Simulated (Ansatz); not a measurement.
Harmonic frequencies (cm⁻¹) at PBE0-D4/def2-TZVP from Ansatz: 70, 120, 207, 253, 267, 344, 403, 502, 522, 560, 631, 662, 776, 818, 866, 935, 1006, 1116, 1135, 1264, 1363, 1395, 1648, 2223, 2233, 2699, 2983, 3510, 3628, 3792.

Each molecule was computed in one conformer, which needn't be the lowest.

Question: Which molecule is it?
A. `C[Si](N)(O)S`
B. `NCS[SiH2]O`
C. `NC(O)[SiH2]S`
D. `[SiH3][SiH2][O][GeH3]`

Answer: C.
